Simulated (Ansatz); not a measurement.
`[SiH3]OCCCl` and `[SiH3]O[CH2][ZnH]` differ in one atom or group.

Ansatz, PBE0-D4/def2-TZVP geometries, multiplicity 1. Each molecule was computed in one conformer, which needn't be the lowest.

Scalar relativity is left out up to krypton.

| property | `[SiH3]OCCCl` |
| --- | --- |
| HOMO energy (B3LYP/def2-TZVPP) / eV | -8.22 |
| HOMO energy (ωB97M-V/def2-TZVPP) / eV | -10.81 |
| HOMO energy (PBE/def2-TZVPP) / eV | -6.93 |
| LUMO energy (B3LYP/def2-TZVPP) / eV | -0.25 |
| HOMO–LUMO gap (PBE0/def2-TZVPP) / eV | 8.43 |
| LUMO energy (ωB97M-V/def2-TZVPP) / eV | 1.67 |

(1) Give the same properties after the change, and the shifts. (Estimate.)

Answers

(1) Computed: 
| property | `[SiH3]O[CH2][ZnH]` | shift |
| --- | --- | --- |
| HOMO energy (B3LYP/def2-TZVPP) / eV | -6.99 | 1.23 |
| HOMO energy (ωB97M-V/def2-TZVPP) / eV | -9.42 | 1.39 |
| HOMO energy (PBE/def2-TZVPP) / eV | -5.99 | 0.94 |
| LUMO energy (B3LYP/def2-TZVPP) / eV | -0.91 | -0.66 |
| HOMO–LUMO gap (PBE0/def2-TZVPP) / eV | 6.54 | -1.89 |
| LUMO energy (ωB97M-V/def2-TZVPP) / eV | 0.74 | -0.93 |

With PBE0 the HOMO rises by 1.28 eV and the LUMO falls by 0.61 eV, so the gap narrows by about 1.89 eV. PBE moves the HOMO by 0.94 eV and ωB97M-V by 1.39 eV.

B3LYP here is the variant with VWN-RPA as its local correlation; programs differ in this.
